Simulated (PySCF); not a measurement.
**A search over the determinants of MnSe**

Unrestricted PBE0; basis Mn x2c-TZVPPall, Se x2c-TZVPPall; spin-free X2C with a Gaussian nucleus; PySCF 2.14. Outer shells of the fragments: Mn 3d5 4s2; Se 3d10 4s2 4p4.

Followed along the bond (rough minima from three points):

```tsv
2Ms+1	unpaired	⟨S²⟩ at the start	R at minimum (Å)	Te (eV)
6	σ ↑, π ↑↑, δ ↑↑	8.90	2.19	0.00
6	σ ↑↑, π ↑, δ ↑↑	9.61	2.42	0.60
8	σ ↑↑, π ↑↑↑, δ ↑↑	15.76	2.49	0.69
4	π ↑, δ ↑↑	5.19	2.33	1.03
6	π ↑↑↑, δ ↑↑	9.36	2.41	1.28
4	σ ↑, π ↑↓, δ ↑↑	4.83	2.21	1.52
```

Solutions found at the starting distance of 2.235 Å, counted from the lowest of them; the search is not exhaustive and high or unbound solutions are not listed, so other states can lie among these:

```csv
2Ms+1,unpaired,term,E (eV),⟨S²⟩,⟨Lz²⟩,μ (D)
6,"σ ↑, π ↑↑, δ ↑↑",⁶Σ⁺,0.00,8.90,0.00,-5.98
6,"σ ↑↑, π ↑, δ ↑↑",mixed,0.76,9.61,1.01,-1.36
8,"σ ↑↑, π ↑↑↑, δ ↑↑",⁸Π,1.02,15.76,1.01,-1.34
4,"π ↑, δ ↑↑",mixed,1.06,5.19,1.03,-2.21
6,"π ↑↑↑, δ ↑↑",mixed,1.42,9.36,1.02,-2.13
4,"σ ↑, π ↑↓, δ ↑↑",mixed,1.51,4.83,2.02,-5.18
```

A term symbol is given only where ⟨S²⟩ and ⟨Lz²⟩ are close to those of a pure state; real π, δ and φ orbitals otherwise mix terms. A positive dipole means Mn(−)Se(+).

Q: Compare the gap between the two lowest followed solutions at the starting distance with the gap between their minima.

A: At PBE0 the second solution (Ms = 2.5 of mixed spin, unpaired electrons σ ↑↑, π ↑, δ ↑↑) lies +0.76 eV from the first (sextet, unpaired electrons σ ↑, π ↑↑, δ ↑↑) at 2.235 Å and +0.60 eV at the minima; the two curves relax by different amounts, since their minima lie near 2.42 and 2.19 Å.

Spin–orbit coupling is left out. The state is the lowest single determinant that the PBE0 search found; with open d or f shells the true ground state can be another one.
